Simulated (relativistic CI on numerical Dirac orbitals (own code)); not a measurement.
Inner-shell lines of Lu XLIII

Method of calculation: Dirac-Coulomb-Breit CI, KLI orbitals optimised for each configuration, model QED (radiative potential, 1s self-energy scaled to tabulated hydrogen-like ionisation energies), valence Slater integrals scaled by 0.85 (own radial code, finite nucleus).

Configuration list (outside the closed core 1s2 2s2 3s2 3p6 3d10): 2p6 4s, 2p5 4s2, 2p5 4s 4d, 2p5 4s 5s, 2p5 4p 4d, 2p6 4p, 2p5 4s 4p. Levels of other configurations are missing.

The table holds the strongest lines. The upper levels have an inner-shell vacancy. Auger decay, open to those above the ionisation limit, is not computed, and radiative decays to configurations outside the model are missing too. Absolute energies can be off by a few tenths of a per cent, and at this charge the scaling can make term splittings too narrow, so close lines can change order. LS names give the leading component, which can be well under half, for lower levels too. Brackets number the levels in order of energy.

| E (eV) | Upper | Lower | A (s⁻¹) | gA (s⁻¹) |
| --- | --- | --- | --- | --- |
| 9446.5 | 2p5 4p 4d 2D_5/2 [60] | 2p6 4p 2P°_3/2 [3] | 6.27e+13 | 3.76e+14 |
| 9450.6 | 2p5 4p 4d 2P_3/2 [63] | 2p6 4p 2P°_3/2 [3] | 7.23e+13 | 2.89e+14 |
| 9453.8 | 2p5 4s 4d 2P°_3/2 [26] | 2p6 4s 2S_1/2 [1] | 9.70e+13 | 3.88e+14 |
| 9455.1 | 2p5 4p 4d 2D_5/2 [65] | 2p6 4p 2P°_3/2 [3] | 3.54e+14 | 2.13e+15 |
| 9456.3 | 2p5 4p 4d 2P_1/2 [44] | 2p6 4p 2P°_1/2 [2] | 5.05e+14 | 1.01e+15 |
| 9456.7 | 2p5 4p 4d 2D_3/2 [45] | 2p6 4p 2P°_1/2 [2] | 4.82e+14 | 1.93e+15 |
| 9458.8 | 2p5 4s 4d 2P°_3/2 [29] | 2p6 4s 2S_1/2 [1] | 4.14e+14 | 1.66e+15 |
| 9461.3 | 2p5 4s 4d 2P°_1/2 [30] | 2p6 4s 2S_1/2 [1] | 4.67e+14 | 9.34e+14 |
| 9462.1 | 2p5 4p 4d 2D_3/2 [68] | 2p6 4p 2P°_3/2 [3] | 1.76e+14 | 7.04e+14 |
| 9463.2 | 2p5 4p 4d 2D_5/2 [69] | 2p6 4p 2P°_3/2 [3] | 6.64e+13 | 3.99e+14 |
| 9464.2 | 2p5 4p 4d 2P_3/2 [70] | 2p6 4p 2P°_3/2 [3] | 1.97e+14 | 7.89e+14 |
| 9465.3 | 2p5 4p 4d 2S_1/2 [71] | 2p6 4p 2P°_3/2 [3] | 3.75e+14 | 7.50e+14 |
| 10541.0 | 2p5 4p 4d 2D_3/2 [94] | 2p6 4p 2P°_1/2 [2] | 3.03e+14 | 1.21e+15 |
| 10542.7 | 2p5 4p 4d 4D_3/2 [102] | 2p6 4p 2P°_3/2 [3] | 6.59e+13 | 2.64e+14 |
| 10545.6 | 2p5 4s 4d 4D°_1/2 [87] | 2p6 4s 2S_1/2 [1] | 3.11e+14 | 6.22e+14 |
| 10547.1 | 2p5 4p 4d 4D_3/2 [105] | 2p6 4p 2P°_3/2 [3] | 2.25e+14 | 9.02e+14 |
| 10547.9 | 2p5 4s 4d 4D°_3/2 [88] | 2p6 4s 2S_1/2 [1] | 2.90e+14 | 1.16e+15 |
| 10548.9 | 2p5 4p 4d 2D_5/2 [106] | 2p6 4p 2P°_3/2 [3] | 2.59e+14 | 1.55e+15 |
| 10549.0 | 2p5 4p 4d 4P_1/2 [107] | 2p6 4p 2P°_3/2 [3] | 3.01e+14 | 6.02e+14 |
| 10551.5 | 2p5 4p 4d 2P_1/2 [95] | 2p6 4p 2P°_1/2 [2] | 3.04e+14 | 6.08e+14 |
